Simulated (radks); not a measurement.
Q: The table gives one normalised radial function P(r) = r R(r) of Ga5+ in [Ne] 3s1 3p6 3d9 (r in bohr). All-electron calculation, scalar-relativistic Kohn-Sham, r2SCAN, spin-polarised, spherical densities, finite nucleus; open shells are filled with parallel spins first; meta-GGA in the generalised Kohn-Sham scheme; Fermi nuclear charge, rms radius 3.9973 fm. Program: a radial shooting solver on a logarithmic mesh with Libxc functionals.

| r | P |
|---|---|
| 0.002048 | 0.0017 |
| 0.002603 | 0.0026 |
| 0.003283 | 0.0040 |
| 0.00414 | 0.0062 |
| 0.005221 | 0.0095 |
| 0.006637 | 0.0148 |
| 0.00837 | 0.0226 |
| 0.01056 | 0.0343 |
| 0.01331 | 0.0517 |
| 0.01692 | 0.0782 |
| 0.02134 | 0.1152 |
| 0.02691 | 0.1667 |
| 0.03421 | 0.2388 |
| 0.04315 | 0.3283 |
| 0.05441 | 0.4351 |
| 0.06862 | 0.5497 |
| 0.08724 | 0.6546 |
| 0.11 | 0.7074 |
| 0.1387 | 0.6667 |
| 0.175 | 0.4881 |
| 0.2224 | 0.1381 |
| 0.2805 | -0.3265 |
| 0.3538 | -0.8178 |
| 0.4461 | -1.1936 |
| 0.5672 | -1.3320 |
| 0.7153 | -1.1957 |
| 0.902 | -0.8799 |
| 1.147 | -0.5122 |
| 1.446 | -0.2361 |
| 1.824 | -0.0806 |
| 2.3 | -0.0190 |

Which n and l does it have? It may be an empty orbital.

A: n = 3, l = 1: the number of nodes gives n - l - 1 = 1, the rise at small r (about r^(l+1)) gives l, and the extent must fit the shell. The curve is that of 3p down; the table hardly tells the two spins apart. 3p down: eigenvalue -184.56 eV, 1 radial node at r = 0.240 bohr, <r> = 0.662 bohr, 90 % of the charge inside 1.01 bohr.
